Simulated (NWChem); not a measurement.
System: C₄H₄F₂O; SMILES FC1=C(F)OCC1

```xyz
11

F     -1.0342     1.8101    -0.0345
C     -0.5578     0.5706    -0.0208
C      0.7257     0.2009     0.0117
F      1.8084     0.9289    -0.0013
O      0.9361    -1.1231     0.0804
C     -0.3492    -1.7247    -0.1452
C     -1.4112    -0.6465     0.1272
H     -0.3850    -2.0465    -1.1995
H     -0.4264    -2.6088     0.5002
H     -2.2375    -0.6979    -0.5987
H     -1.8533    -0.7146     1.1388
```
Atoms are numbered in this order, from 1.

All runs: NWChem. The geometry was optimised at PBE0/def2-SVP.

For level B3LYP/def2-SVP:

```yaml
highest occupied level (eV): -5.90
orbital gap (eV): 6.86
dipole (D): 2.65
```

### Question
How do the values read with level PBE/def2-SVP instead?

### Answer
The highest occupied level (eV) comes out as -4.75 and the orbital gap (eV) is 5.03. The dipole (D) is 2.42.
